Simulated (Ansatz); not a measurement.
Nudged elastic band run: C2H4ClNSi

input.yaml

```yaml
crystal:
  periodic: [false, false, false]
  atoms:
    - { symbol: "N", position_ang: [-0.40871, 0.591308, -1.885507] }
    - { symbol: C, position_ang: [-0.297409, 0.028646, -0.752859] }
    - { symbol: Si, position_ang: [0.801925, -1.104552, 0.263702] }
    - { symbol: C, position_ang: [-0.407353, 0.324722, 0.698773] }
    - { symbol: Cl, position_ang: [-0.143683, 1.988669, 1.334382] }
    - { symbol: H, position_ang: [-0.848486, 1.528075, -1.777804] }
    - { symbol: H, position_ang: [2.263522, -0.840727, 0.152963] }
    - { symbol: H, position_ang: [0.436094, -2.451814, 0.792544] }
    - { symbol: H, position_ang: [-1.307402, -0.110528, 1.156607] }
basis:
  gaussian: { orbitals: def2-mTZVP }
hamiltonian:
  xc: pbe
  dispersion: d4
neb:
  order_check: false
  images: 7
  f_tol: 0.5
  max_iterations: 60
  initial_path: idpp
  final_atoms:
    - { symbol: "N", position_ang: [-0.66999335, 1.05004423, -1.57868466] }
    - { symbol: C, position_ang: [-0.40064959, 0.25606064, -0.62690941] }
    - { symbol: Si, position_ang: [0.74745423, -1.01043612, 0.20556054] }
    - { symbol: C, position_ang: [-0.42247818, 0.36163524, 0.84898162] }
    - { symbol: Cl, position_ang: [-0.07652425, 1.90630024, 1.69707048] }
    - { symbol: H, position_ang: [-0.39283876, 0.64994541, -2.48958185] }
    - { symbol: H, position_ang: [2.2025481, -0.72881256, 0.05206265] }
    - { symbol: H, position_ang: [0.4121238, -2.41535089, 0.58705991] }
    - { symbol: H, position_ang: [-1.31114399, -0.1155872, 1.28724172] }
```

Launched with:

```bash
$ ansatz run input.yaml --threads 2 --pin off --max-ram 3072MiB --backend cpu --events-out ev --progress --plain --runs-dir out
```

Output, in part (warnings, iteration lines, the closing report on the highest movable image, with atoms numbered from 0):

```
NEB end point (image 0): max|allowed force component| = 5.559e-3 eV/Å (the criterion of neb.relax_end_points is 1.000e-1)
NEB end point (image 8): max|allowed force component| = 6.442e-3 eV/Å (the criterion of neb.relax_end_points is 1.000e-1)
NEB iter   1: max|band force component| = 2.345e0 eV/Å  barrier→ = 1.8425 eV  barrier← = 1.8796 eV  Δτ_max = 0.1053 Å  (312 SCF iters)
NEB iter   2: max|band force component| = 2.088e0 eV/Å  barrier→ = 1.5426 eV  barrier← = 1.5797 eV  Δτ_max = 0.2000 Å  (220 SCF iters)
NEB iter   3: max|band force component| = 1.243e0 eV/Å  barrier→ = 1.0951 eV  barrier← = 1.1322 eV  Δτ_max = 0.1723 Å  (239 SCF iters)
NEB iter   4: max|band force component| = 9.011e-1 eV/Å  barrier→ = 0.9903 eV  barrier← = 1.0274 eV  Δτ_max = 0.0931 Å  (240 SCF iters)
NEB iter   5: max|band force component| = 4.044e-1 eV/Å  barrier→ = 0.9664 eV  barrier← = 1.0034 eV  CI = image 4  Δτ_max = 0.0000 Å  (451 SCF iters)
Total energy: -24014.01338263 eV, -882.4987145288 hartree
Atom 0 at    -0.622939     0.890957    -1.648428 Å, force    -0.176912     0.348080     0.223451 eV/Å
Atom 1 at    -0.427726     0.120426    -0.724455 Å, force    -0.094552     0.211471     0.342144 eV/Å
Atom 2 at     0.842896    -1.119093     0.207135 Å, force    -0.126808     0.014490     0.023587 eV/Å
Atom 3 at    -0.468652     0.202848     0.744941 Å, force     0.276558    -0.117241    -0.003492 eV/Å
Atom 4 at    -0.362780     1.803445     1.593604 Å, force    -0.011861    -0.121671    -0.053754 eV/Å
Atom 5 at    -0.584157     1.493800    -2.441642 Å, force     0.172147    -0.294293    -0.439860 eV/Å
Atom 6 at     2.255914    -0.648087     0.096915 Å, force     0.042944     0.029928     0.001387 eV/Å
Atom 7 at     0.747393    -2.410392     0.980235 Å, force     0.034955     0.030465    -0.065708 eV/Å
Atom 8 at    -1.291453    -0.380106     1.174495 Å, force    -0.116471    -0.101230    -0.027755 eV/Å
Dipole moment:     0.008378    -0.183853    -0.369516 e Å
```

The forces met the threshold. The threshold of 0.5 eV/Å is loose, so the images may lie well off the minimum-energy path. The order of the stationary point at the top wasn't checked.

Final band (atoms are numbered from 1 in the order of the input):

```tsv
image	path coordinate (Å)	energy (kJ/mol)	angle H6–N1–C2 (°)
0	0.00	0.0	110
1	0.30	3.6	114
2	0.60	21.4	126
3	0.89	67.6	150
4	1.19	93.2	168
5	1.48	48.7	139
6	1.78	15.5	122
7	2.07	0.8	115
8	2.37	-3.6	111
```

Run time: 2.4 min on 2 threads of Arm Neoverse N1, with other jobs on the host, peak memory 0.15 GiB.
